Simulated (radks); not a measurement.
The numbers below are computed, except where a source is named.
Task: Ionisation of Au, [Xe] 4f14 5d10 6s1, to Au+, [Xe] 4f14 5d10, under several functionals. Non-relativistic Kohn-Sham, spin-polarised, spherical densities, point nucleus; open shells are filled with parallel spins first (spin-orbit coupling, left out, can overturn this in heavy ions); a radial shooting solver on a logarithmic mesh with Libxc functionals. The NIST Atomic Spectra Database gives 9.226 eV (measured). Rank these functionals by the error of their Delta-SCF ionisation energy: exchange-only r2SCAN; revTPSS; Tao-Mo meta-GGA; Wu-Cohen GGA; BP86; exchange-only PBE; exchange-only B88.

Result: From best to worst: BP86 7.607 eV (-1.619); Wu-Cohen GGA 7.472 eV (-1.754); Tao-Mo meta-GGA 7.226 eV (-2.000); revTPSS 7.168 eV (-2.058); exchange-only PBE 6.988 eV (-2.237); exchange-only B88 6.934 eV (-2.291); exchange-only r2SCAN 6.553 eV (-2.673). Relativity is left out here, which matters for elements this heavy.
